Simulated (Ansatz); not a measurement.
Born–Oppenheimer molecular dynamics of a periodic cell of 20 atoms, LiH$_{12}$ClO$_{6}$ (contents 6 H2O + 1 Li + 1 Cl, density as packed 1.39 g/cm³ with natural masses). It goes on from the last frame of an earlier run, with new velocities.

Computed with DFT LDA, scalar-relativistic, plane waves, PAW in Ansatz. Settings: cutoff 420 eV, k mesh 1x1x1, fermi-dirac smearing 0.002 eV, no spin polarisation.

```yaml
ensemble: NVE (velocity Verlet)
time_step: 0.75 fs
steps_asked: 200
starting_velocities_drawn_for: 250 K
seed: 746165
```

Frames 0.75 fs apart, positions in Å, forces in eV/Å.

Velocities at 7.5 fs (Å/ps):

```
O 4.09 -2.66 2.73
H 19.76 5.86 40.31
H 15.29 6.01 -0.79
O -5.67 -0.86 2.43
H -6.25 24.20 13.43
H -6.06 -10.51 4.34
O 4.52 2.84 -7.12
H -4.59 2.45 -9.67
H 27.00 -2.59 8.04
O 0.27 3.13 5.86
H 10.62 11.79 -4.11
H 5.20 -10.52 4.00
O -5.70 -3.18 -0.89
H -4.24 13.25 4.24
H -14.10 -9.82 3.06
O -0.98 -3.49 0.93
H 5.93 -0.23 7.03
H -27.46 9.79 -0.77
Li 10.93 3.23 -3.91
Cl -1.18 0.14 -2.97
```

```xyz
20
Lattice="5.6378 0.0000 0.0000 0.0000 5.6378 0.0000 0.0000 0.0000 5.6378" Properties=species:S:1:pos:R:3:forces:R:3 time_fs=7.5 energy_less_start_eV=0.018 T=243
O 4.517 0.930 2.908 -0.39 0.79 0.85
H 3.747 1.334 3.392 0.31 -0.06 -0.27
H 4.369 -0.028 2.954 -0.10 -0.80 0.13
O 0.881 1.991 4.515 0.03 0.43 0.49
H 0.283 1.534 3.886 -0.23 -0.36 -0.51
H 0.307 1.981 5.329 0.10 0.03 -0.04
O 1.989 1.103 1.188 -0.09 -1.10 -0.92
H 1.660 0.165 1.460 0.45 0.91 -0.06
H 1.995 1.113 0.166 -0.23 0.05 1.41
O 5.679 5.116 0.027 -0.55 0.23 -0.28
H 5.595 4.950 0.978 0.48 -0.01 0.47
H 4.770 4.877 -0.283 -0.17 -0.09 -0.56
O 5.586 2.568 1.360 -0.81 0.79 0.14
H 6.396 1.972 1.463 0.65 -0.90 -0.18
H 4.904 2.204 1.994 0.21 -0.43 -0.55
O 1.112 4.429 2.397 0.27 -0.36 0.59
H 2.005 4.106 2.718 -0.14 0.22 -0.24
H 0.573 3.549 2.018 0.38 0.86 0.04
Li 1.063 3.969 4.580 0.13 -0.21 -0.49
Cl 3.560 3.788 4.083 -0.30 0.03 -0.03
20
Lattice="5.6378 0.0000 0.0000 0.0000 5.6378 0.0000 0.0000 0.0000 5.6378" Properties=species:S:1:pos:R:3:forces:R:3 time_fs=8.2 energy_less_start_eV=0.035 T=236
O 4.520 0.928 2.911 -0.51 1.19 0.98
H 3.763 1.339 3.421 0.46 -0.21 -0.42
H 4.380 -0.026 2.954 -0.17 -1.02 0.15
O 0.877 1.991 4.517 0.27 0.68 0.85
H 0.278 1.551 3.894 -0.49 -0.61 -0.89
H 0.303 1.974 5.332 0.17 0.05 -0.04
O 1.992 1.105 1.183 -0.08 -1.12 -0.43
H 1.658 0.169 1.452 0.48 0.90 -0.03
H 2.015 1.111 0.176 -0.25 0.07 0.93
O 5.679 5.119 0.031 -0.51 0.27 -0.71
H 5.604 4.958 0.976 0.42 -0.08 0.83
H 4.774 4.868 -0.282 -0.15 -0.09 -0.51
O 5.581 2.566 1.360 -1.05 0.78 0.28
H 6.394 1.980 1.465 0.68 -0.91 -0.17
H 4.894 2.195 1.995 0.39 -0.38 -0.69
O 1.111 4.426 2.398 0.33 -0.31 0.62
H 2.009 4.106 2.722 -0.31 0.21 -0.33
H 0.553 3.559 2.018 0.51 0.76 0.07
Li 1.071 3.971 4.576 0.10 -0.21 -0.46
Cl 3.559 3.788 4.081 -0.29 0.01 -0.01
20
Lattice="5.6378 0.0000 0.0000 0.0000 5.6378 0.0000 0.0000 0.0000 5.6378" Properties=species:S:1:pos:R:3:forces:R:3 time_fs=9.0 energy_less_start_eV=0.029 T=239
O 4.523 0.927 2.913 -0.57 1.25 1.05
H 3.781 1.342 3.448 0.51 -0.30 -0.52
H 4.390 -0.029 2.955 -0.20 -0.97 0.17
O 0.873 1.990 4.519 0.38 0.79 0.99
H 0.270 1.565 3.898 -0.60 -0.72 -1.08
H 0.300 1.966 5.335 0.21 0.08 -0.03
O 1.996 1.106 1.177 -0.05 -0.99 0.29
H 1.658 0.178 1.445 0.45 0.75 0.03
H 2.033 1.110 0.191 -0.24 0.09 0.17
O 5.679 5.121 0.035 -0.52 0.27 -0.97
H 5.615 4.967 0.978 0.36 -0.11 0.96
H 4.776 4.860 -0.283 -0.08 -0.08 -0.41
O 5.577 2.564 1.359 -1.04 0.68 0.36
H 6.396 1.982 1.467 0.55 -0.79 -0.18
H 4.886 2.184 1.992 0.50 -0.33 -0.75
O 1.111 4.424 2.399 0.34 -0.18 0.65
H 2.011 4.108 2.725 -0.39 0.17 -0.38
H 0.536 3.573 2.018 0.60 0.60 0.08
Li 1.079 3.973 4.573 0.07 -0.21 -0.43
Cl 3.558 3.788 4.078 -0.27 0.01 0.00
20
Lattice="5.6378 0.0000 0.0000 0.0000 5.6378 0.0000 0.0000 0.0000 5.6378" Properties=species:S:1:pos:R:3:forces:R:3 time_fs=9.8 energy_less_start_eV=0.006 T=248
O 4.525 0.926 2.916 -0.54 0.97 1.04
H 3.801 1.343 3.473 0.45 -0.34 -0.53
H 4.399 -0.037 2.956 -0.20 -0.65 0.19
O 0.869 1.990 4.521 0.31 0.74 0.86
H 0.259 1.575 3.897 -0.49 -0.66 -1.00
H 0.298 1.959 5.338 0.22 0.09 0.00
O 1.999 1.107 1.172 -0.01 -0.71 1.13
H 1.661 0.191 1.437 0.37 0.45 0.12
H 2.050 1.109 0.207 -0.20 0.11 -0.76
O 5.679 5.124 0.039 -0.55 0.22 -0.98
H 5.629 4.975 0.986 0.29 -0.11 0.80
H 4.779 4.851 -0.286 0.03 -0.05 -0.27
O 5.572 2.562 1.359 -0.81 0.51 0.36
H 6.402 1.981 1.468 0.30 -0.56 -0.21
H 4.881 2.172 1.985 0.51 -0.31 -0.74
O 1.110 4.421 2.400 0.28 0.03 0.66
H 2.012 4.111 2.726 -0.38 0.10 -0.40
H 0.523 3.590 2.018 0.66 0.37 0.09
Li 1.088 3.975 4.569 0.03 -0.21 -0.39
Cl 3.557 3.788 4.076 -0.26 0.01 0.01
20
Lattice="5.6378 0.0000 0.0000 0.0000 5.6378 0.0000 0.0000 0.0000 5.6378" Properties=species:S:1:pos:R:3:forces:R:3 time_fs=10.5 energy_less_start_eV=-0.012 T=254
O 4.528 0.925 2.919 -0.42 0.46 0.95
H 3.825 1.343 3.494 0.28 -0.30 -0.46
H 4.408 -0.049 2.959 -0.18 -0.19 0.21
O 0.865 1.990 4.524 0.09 0.57 0.50
H 0.245 1.581 3.889 -0.19 -0.47 -0.70
H 0.297 1.952 5.341 0.19 0.10 0.04
O 2.002 1.109 1.167 0.06 -0.29 1.84
H 1.666 0.207 1.431 0.23 0.03 0.23
H 2.066 1.109 0.218 -0.15 0.12 -1.57
O 5.679 5.127 0.042 -0.59 0.14 -0.76
H 5.644 4.982 0.998 0.22 -0.07 0.41
H 4.781 4.841 -0.291 0.14 -0.03 -0.11
O 5.566 2.560 1.358 -0.44 0.33 0.30
H 6.408 1.976 1.468 0.00 -0.29 -0.25
H 4.878 2.158 1.974 0.43 -0.31 -0.64
O 1.110 4.418 2.401 0.17 0.29 0.65
H 2.010 4.114 2.725 -0.28 0.00 -0.39
H 0.513 3.609 2.019 0.67 0.10 0.09
Li 1.096 3.977 4.565 0.00 -0.22 -0.35
Cl 3.556 3.788 4.074 -0.24 0.02 0.02
20
Lattice="5.6378 0.0000 0.0000 0.0000 5.6378 0.0000 0.0000 0.0000 5.6378" Properties=species:S:1:pos:R:3:forces:R:3 time_fs=11.2 energy_less_start_eV=-0.011 T=254
O 4.530 0.925 2.923 -0.22 -0.12 0.78
H 3.850 1.341 3.514 0.04 -0.21 -0.32
H 4.415 -0.062 2.962 -0.15 0.29 0.24
O 0.861 1.991 4.527 -0.19 0.36 0.02
H 0.230 1.585 3.878 0.19 -0.24 -0.28
H 0.297 1.946 5.344 0.13 0.10 0.09
O 2.006 1.109 1.162 0.18 0.20 2.09
H 1.672 0.222 1.425 0.07 -0.46 0.35
H 2.081 1.109 0.222 -0.12 0.12 -1.95
O 5.678 5.129 0.045 -0.58 0.06 -0.45
H 5.660 4.989 1.013 0.14 -0.03 -0.10
H 4.784 4.832 -0.297 0.23 0.00 0.05
O 5.561 2.559 1.358 0.01 0.18 0.17
H 6.415 1.970 1.466 -0.28 -0.03 -0.30
H 4.878 2.143 1.960 0.28 -0.33 -0.48
O 1.109 4.415 2.403 0.02 0.60 0.65
H 2.007 4.117 2.721 -0.09 -0.12 -0.35
H 0.506 3.628 2.020 0.63 -0.20 0.07
Li 1.104 3.979 4.561 -0.04 -0.22 -0.30
Cl 3.555 3.788 4.072 -0.22 0.04 0.03
20
Lattice="5.6378 0.0000 0.0000 0.0000 5.6378 0.0000 0.0000 0.0000 5.6378" Properties=species:S:1:pos:R:3:forces:R:3 time_fs=12.0 energy_less_start_eV=0.007 T=247
O 4.532 0.924 2.927 0.02 -0.66 0.56
H 3.875 1.338 3.531 -0.23 -0.08 -0.12
H 4.421 -0.073 2.967 -0.13 0.68 0.26
O 0.857 1.991 4.530 -0.44 0.16 -0.45
H 0.216 1.588 3.866 0.54 -0.03 0.14
H 0.297 1.940 5.348 0.07 0.10 0.12
O 2.009 1.110 1.158 0.34 0.67 1.74
H 1.678 0.236 1.421 -0.08 -0.90 0.44
H 2.095 1.110 0.214 -0.16 0.12 -1.70
O 5.677 5.132 0.049 -0.52 0.00 -0.15
H 5.677 4.995 1.026 0.04 0.01 -0.56
H 4.788 4.822 -0.302 0.27 0.01 0.19
O 5.555 2.558 1.358 0.45 0.09 -0.01
H 6.420 1.964 1.463 -0.50 0.20 -0.33
H 4.879 2.125 1.943 0.07 -0.38 -0.28
O 1.109 4.413 2.405 -0.13 0.93 0.64
H 2.003 4.119 2.716 0.13 -0.23 -0.29
H 0.503 3.647 2.022 0.54 -0.50 0.03
Li 1.113 3.980 4.556 -0.07 -0.23 -0.26
Cl 3.554 3.789 4.069 -0.20 0.06 0.04
20
Lattice="5.6378 0.0000 0.0000 0.0000 5.6378 0.0000 0.0000 0.0000 5.6378" Properties=species:S:1:pos:R:3:forces:R:3 time_fs=12.8 energy_less_start_eV=0.032 T=237
O 4.535 0.923 2.931 0.24 -1.03 0.34
H 3.898 1.334 3.548 -0.47 0.05 0.07
H 4.427 -0.081 2.974 -0.12 0.90 0.27
O 0.853 1.992 4.533 -0.60 0.03 -0.82
H 0.205 1.591 3.854 0.80 0.12 0.47
H 0.298 1.935 5.352 0.01 0.09 0.14
O 2.013 1.111 1.155 0.50 0.97 0.96
H 1.684 0.244 1.420 -0.15 -1.16 0.47
H 2.109 1.111 0.198 -0.27 0.10 -0.95
O 5.676 5.135 0.051 -0.41 -0.02 0.05
H 5.694 5.002 1.037 -0.06 0.02 -0.89
H 4.794 4.813 -0.306 0.26 0.01 0.30
O 5.550 2.556 1.358 0.82 0.05 -0.19
H 6.423 1.958 1.458 -0.64 0.35 -0.35
H 4.881 2.106 1.924 -0.15 -0.43 -0.08
O 1.109 4.410 2.407 -0.23 1.24 0.65
H 2.000 4.120 2.709 0.36 -0.34 -0.23
H 0.503 3.662 2.023 0.40 -0.79 -0.02
Li 1.121 3.982 4.551 -0.10 -0.23 -0.22
Cl 3.553 3.789 4.067 -0.19 0.07 0.04
20
Lattice="5.6378 0.0000 0.0000 0.0000 5.6378 0.0000 0.0000 0.0000 5.6378" Properties=species:S:1:pos:R:3:forces:R:3 time_fs=13.5 energy_less_start_eV=0.053 T=229
O 4.537 0.922 2.935 0.39 -1.19 0.19
H 3.920 1.331 3.565 -0.63 0.15 0.20
H 4.432 -0.084 2.981 -0.12 0.95 0.27
O 0.849 1.992 4.535 -0.65 -0.04 -1.05
H 0.199 1.594 3.845 0.95 0.20 0.69
H 0.299 1.931 5.357 -0.04 0.09 0.13
O 2.017 1.113 1.152 0.59 1.00 0.10
H 1.689 0.246 1.421 -0.13 -1.14 0.41
H 2.121 1.113 0.176 -0.41 0.06 -0.04
O 5.675 5.137 0.054 -0.26 -0.01 0.09
H 5.711 5.009 1.043 -0.15 0.00 -1.02
H 4.801 4.804 -0.309 0.19 -0.01 0.38
O 5.545 2.555 1.358 1.07 0.03 -0.33
H 6.422 1.955 1.451 -0.68 0.44 -0.35
H 4.882 2.084 1.905 -0.32 -0.46 0.07
O 1.108 4.409 2.409 -0.27 1.49 0.68
H 1.999 4.120 2.701 0.51 -0.40 -0.19
H 0.505 3.674 2.025 0.26 -1.01 -0.08
Li 1.129 3.983 4.546 -0.13 -0.23 -0.19
Cl 3.551 3.789 4.065 -0.17 0.08 0.05
20
Lattice="5.6378 0.0000 0.0000 0.0000 5.6378 0.0000 0.0000 0.0000 5.6378" Properties=species:S:1:pos:R:3:forces:R:3 time_fs=14.2 energy_less_start_eV=0.056 T=228
O 4.539 0.921 2.939 0.42 -1.10 0.15
H 3.938 1.329 3.583 -0.66 0.19 0.21
H 4.436 -0.082 2.990 -0.13 0.81 0.25
O 0.844 1.993 4.538 -0.61 -0.03 -1.11
H 0.197 1.598 3.839 0.98 0.21 0.77
H 0.300 1.927 5.362 -0.06 0.09 0.08
O 2.020 1.115 1.149 0.56 0.75 -0.56
H 1.694 0.242 1.425 0.00 -0.84 0.27
H 2.131 1.116 0.154 -0.54 0.03 0.76
O 5.674 5.140 0.058 -0.09 0.05 -0.05
H 5.727 5.016 1.044 -0.23 -0.04 -0.94
H 4.810 4.794 -0.310 0.08 -0.05 0.42
O 5.540 2.554 1.357 1.13 0.00 -0.40
H 6.418 1.954 1.442 -0.65 0.47 -0.33
H 4.881 2.059 1.887 -0.39 -0.43 0.16
O 1.108 4.407 2.412 -0.21 1.61 0.71
H 2.000 4.117 2.692 0.56 -0.42 -0.17
H 0.508 3.680 2.026 0.13 -1.15 -0.12
Li 1.137 3.984 4.541 -0.15 -0.23 -0.17
Cl 3.550 3.789 4.063 -0.16 0.08 0.07
20
Lattice="5.6378 0.0000 0.0000 0.0000 5.6378 0.0000 0.0000 0.0000 5.6378" Properties=species:S:1:pos:R:3:forces:R:3 time_fs=15.0 energy_less_start_eV=0.038 T=235
O 4.542 0.919 2.943 0.34 -0.77 0.22
H 3.952 1.327 3.602 -0.56 0.17 0.10
H 4.439 -0.075 3.001 -0.15 0.50 0.23
O 0.840 1.993 4.540 -0.47 0.04 -1.01
H 0.201 1.604 3.838 0.89 0.16 0.72
H 0.301 1.923 5.368 -0.07 0.09 0.01
O 2.025 1.117 1.146 0.46 0.33 -0.93
H 1.698 0.234 1.430 0.18 -0.36 0.09
H 2.138 1.119 0.137 -0.63 -0.01 1.31
O 5.673 5.143 0.060 0.08 0.13 -0.34
H 5.742 5.022 1.039 -0.28 -0.11 -0.66
H 4.818 4.785 -0.308 -0.05 -0.09 0.43
O 5.535 2.552 1.357 1.01 -0.06 -0.40
H 6.410 1.955 1.431 -0.53 0.43 -0.28
H 4.878 2.033 1.869 -0.35 -0.33 0.16
O 1.107 4.407 2.415 -0.07 1.57 0.73
H 2.005 4.112 2.682 0.48 -0.37 -0.19
H 0.513 3.680 2.027 0.05 -1.15 -0.12
Li 1.145 3.984 4.536 -0.16 -0.22 -0.15
Cl 3.549 3.789 4.061 -0.15 0.08 0.08
```

Of the whole run (150 fs, mean temperature of the second half 242 K): The conserved energy stayed within 0.17 meV per atom of its start (net change -0.01 meV per atom), so the integration is sound. A run of 0.15 ps of so small a system gives no equilibrium averages. The smearing is very narrow for this mesh. Limits of this set-up: coarse k mesh.

Time of the run: 93 s on 1 thread of Arm Neoverse V1 (shared host), peak memory 0.3 GiB.
